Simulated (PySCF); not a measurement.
CH4ClFO2Si, SMILES [Si](OC)(F)(O)Cl.

Coordinates come from a PBE0-D3(BJ)/def2-SVP optimisation. The values are those of a single conformer.

The numbers are results of HF/def2-TZVP (PySCF), not measurements.

The molecule is in vacuum.

```json
{
 "total_energy": "-1038.17919 hartree",
 "highest_occupied_level": "-12.85 eV",
 "lowest_empty_level": "3.36 eV",
 "orbital_gap": "16.21 eV",
 "dipole_moment": "2.19 D",
 "quadrupole, principal values (traceless, Buckingham form, about the centre of nuclear charge)": "-6.93, -3.96, 10.88 D·Å",
 "mean_static_polarisability": "46.5 bohr³ (6.89 Å³)",
 "polarisability_principal_values": "41.6, 46.9, 50.9 bohr³"
}
```
